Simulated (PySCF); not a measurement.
C3, SMILES [C]=C=[C] (connectivity only; charge and spin as stated), neutral, multiplicity 1. Atoms are numbered in the order given.

```xyz
3

C      0.0000     0.0000    -1.3013
C      0.0000     0.0000     0.0000
C      0.0000     0.0000     1.3013
```
Charge 0, spin multiplicity 1.

Geometry optimised at PBE-D3(BJ)/def2-TZVP. The isomer is the one that the SMILES or the coordinates give; other isomers of the formula were not compared.

Two levels are set side by side: PBE/pcSseg-2 (PySCF) and KT2/pcSseg-2 (PySCF). GIAO shifts against TMS (¹³C) at the same level; non-relativistic, no solvent, atoms listed together averaged. Differences are taken from unrounded values.

| quantity | KT2 |
|---|---|
| δ(¹³C) of C1, C3 (ppm) | 319.5 |
| δ(¹³C) of C2 (ppm) | 144.2 |

Task: What does PBE give, and how far is it from KT2? (Estimate from the structure and the level; the computed values follow.)

Result: 
```csv
quantity,PBE,PBE minus KT2
"δ(¹³C) of C1, C3 (ppm)",372.1,52.6
δ(¹³C) of C2 (ppm),154.3,10.1
```

Rough cost on one machine, each run with all the roots and properties that it gave: KT2 against PBE within a factor of 2.
